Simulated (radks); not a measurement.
All-electron atom: Ti+ in [Ar] 3d1 4s1.5 4p0.5 (fractional occupations, a model configuration). Calculated with a radial shooting solver on a logarithmic mesh with Libxc functionals: scalar-relativistic Kohn-Sham, PBE, spin-polarised, spherical densities, finite nucleus; open shells are filled with parallel spins first; Fermi nuclear charge, rms radius 3.5921 fm.

Normalised radial functions P(r) = r R(r), r in bohr:

r	3d up	4s down
0.003443	0.0000	0.0243
0.003944	0.0000	0.0275
0.004519	0.0000	0.0311
0.005177	0.0000	0.0350
0.005931	0.0000	0.0393
0.006795	0.0000	0.0441
0.007785	0.0000	0.0493
0.00892	0.0000	0.0549
0.01022	0.0001	0.0609
0.01171	0.0001	0.0673
0.01341	0.0002	0.0738
0.01537	0.0002	0.0805
0.01761	0.0003	0.0872
0.02017	0.0005	0.0935
0.02311	0.0007	0.0992
0.02648	0.0011	0.1039
0.03033	0.0016	0.1071
0.03475	0.0023	0.1081
0.03982	0.0033	0.1065
0.04562	0.0048	0.1013
0.05226	0.0069	0.0919
0.05987	0.0098	0.0777
0.0686	0.0139	0.0581
0.07859	0.0196	0.0330
0.09004	0.0274	0.0024
0.1032	0.0380	-0.0326
0.1182	0.0521	-0.0706
0.1354	0.0708	-0.1090
0.1551	0.0950	-0.1444
0.1777	0.1258	-0.1726
0.2036	0.1643	-0.1889
0.2333	0.2113	-0.1885
0.2673	0.2673	-0.1677
0.3062	0.3321	-0.1246
0.3508	0.4048	-0.0600
0.4019	0.4833	0.0217
0.4605	0.5646	0.1123
0.5276	0.6447	0.2000
0.6044	0.7189	0.2713
0.6925	0.7810	0.3120
0.7933	0.8244	0.3101
0.9089	0.8437	0.2591
1.041	0.8360	0.1599
1.193	0.8013	0.0214
1.367	0.7423	-0.1407
1.566	0.6641	-0.3065
1.794	0.5732	-0.4558
2.055	0.4769	-0.5707
2.355	0.3821	-0.6385
2.698	0.2935	-0.6523
3.091	0.2137	-0.6133
3.541	0.1458	-0.5310
4.057	0.0921	-0.4228
4.648	0.0533	-0.3085
5.325	0.0281	-0.2048
6.101	0.0133	-0.1223
6.99	0.0055	-0.0648
8.008	0.0020	-0.0301
9.175	0.0006	-0.0121
10.51	0.0001	-0.0041
12.04	0.0000	-0.0012

3d up: eigenvalue -16.896 eV, 0 radial nodes, <r> = 1.35 bohr, 90 % of the charge inside 2.29 bohr. 4s down: eigenvalue -11.577 eV, 3 radial nodes at r = 0.0909, 0.388, 1.22 bohr, <r> = 3.00 bohr, 90 % of the charge inside 4.42 bohr.
